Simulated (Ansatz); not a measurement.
`CO[SiH]([SiH3])Cl` → `CO[SiH3]` + `[SiH]Cl` at 400 K and 1 bar (silylene formation by 1,1-elimination).

Program: Ansatz. Geometries: PBE0-D4/def2-TZVP. ΔE: electronic, gas phase. CCSD(T)/CBS adds triple-zeta CCSD(T) − MP2 to the extrapolated MP2 energy (def2 sets, frozen cores). This one scheme is used for every species. Each species was taken in one conformer, which may not be the lowest.

```tsv
species	CCSD(T)/CBS energy (Eh)	H − E (kJ/mol)	S (J/(mol·K))
`CO[SiH]([SiH3])Cl`	-1155.45034	245.0	433.1
`CO[SiH3]`	-405.93001	201.0	323.1
`[SiH]Cl`	-749.43948	35.1	263.9
```

H − E and S are ideal-gas, rigid-rotor, harmonic terms from PBE0-D4/def2-TZVP, for one conformer and one mirror image of each species. 1 Eh = 2625.50 kJ/mol, R = 8.31446 J/(mol·K).

Q: By hand: ΔE, ΔH, ΔS and ΔG.

A: ΔE = (-405.93001) + (-749.43948) − (-1155.45034) = 0.08085 Eh = 212.3 kJ/mol. Δ(H − E) = 201.0 + 35.1 − 245.0 = -8.9, so ΔH = 203.4 kJ/mol. ΔS = 323.1 + 263.9 − 433.1 = 153.9 J/(mol·K). ΔG = 203.4 − 400 × (153.9)/1000 = 141.8 kJ/mol.

Q: By hand: the equilibrium constant, and the temperature at which ΔG would vanish if ΔH and ΔS stayed fixed.

A: log₁₀ K = −ΔG/(RT ln 10) = -18.5. ΔG = 0 at ΔH/ΔS = 1322 K.

The number of gas molecules changes by +1, which sets the sign of ΔS. A doubt of 5 kJ/mol in ΔE shifts log₁₀ K by 0.7 here. Other conformers and mirror images would add mixing entropy, several J/(mol·K) or more a flexible species. These are equilibria of isolated gas molecules and say nothing of rates. Largest T1 diagnostic: 0.013 (customary marks: 0.02 for closed shells, 0.045 for open ones).
